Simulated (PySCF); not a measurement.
Al₂H₄, SMILES [AlH2][AlH2-], charge -1, multiplicity 2. Atoms are numbered in the order given.

```xyz
6

Al     0.0000     0.0000    -1.2286
Al     0.0000     0.0000     1.2286
H      0.0000     1.3317    -2.1599
H      0.0000    -1.3317    -2.1599
H      0.0000     1.3317     2.1599
H      0.0000    -1.3317     2.1599
```
Charge -1, spin multiplicity 2.

Geometry: ωB97X-D3(BJ)/def2-TZVPD.

The numbers are results of PBE0/pcH-1 (PySCF), not measurements.

Unrestricted Kohn–Sham, ⟨S²⟩ = 0.753. Hyperfine tensors hold the contact and dipolar terms, without spin-orbit corrections.

Computed hyperfine couplings:
```csv
nucleus,A(iso) (MHz),A(iso) (G),dipolar principal values (MHz)
27Al no. 1,2.3,0.8,"-34.1, -27.9, 62.0"
27Al no. 2,2.3,0.8,"-34.1, -27.9, 62.0"
1H no. 3,-25.7,-9.2,"-3.9, 1.4, 2.4"
1H no. 4,-25.7,-9.2,"-3.9, 1.4, 2.4"
1H no. 5,-25.7,-9.2,"-3.9, 1.4, 2.4"
1H no. 6,-25.7,-9.2,"-3.9, 1.4, 2.4"
```

**Question.** And the g tensor (effective nuclear charges for spin-orbit coupling, GIAO)? (An estimate is asked for; the answer gives what the named calculation found.)

**Answer.** principal values 2.0023, 2.0024, 2.0038; isotropic 2.0028.
